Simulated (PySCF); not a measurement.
Ga(H)(F)(Et) (C2H6FGa), SMILES C[CH2][GaH][F].

The structure is a stationary point at PBE-D3(BJ)/def2-SVP. The structure was generated by enumeration; whether it is a known compound was not checked. One conformer was computed; it need not be the lowest.

Two levels are set side by side: TDA-PBE/def2-SVPD (PySCF) and TDA-B3LYP/def2-SVPD (PySCF). Vertical, same geometry. The lowest singlet is HOMO→LUMO 100 % with PBE and HOMO→LUMO 99 % with the other functional; states are paired by order. Differences are taken from unrounded values.

| quantity | TDA-B3LYP | TDA-PBE | TDA-PBE minus TDA-B3LYP |
|---|---|---|---|
| lowest singlet excitation (eV) | 5.19 | 4.87 | -0.32 |
| lowest triplet excitation (TDA) (eV) | 4.84 | 4.55 | -0.30 |
| first bright state (f over 0.05) (eV) | 6.81 | 6.39 | -0.42 |
| its oscillator strength | 0.12 | 0.08 | -0.04 |

A lower first singlet is the usual sign of a functional without exact exchange. Differences between two approximate levels are no errors against the true value.

Rough cost on one machine, each run with all the roots and properties that it gave: TDA-B3LYP against TDA-PBE within a factor of 2.
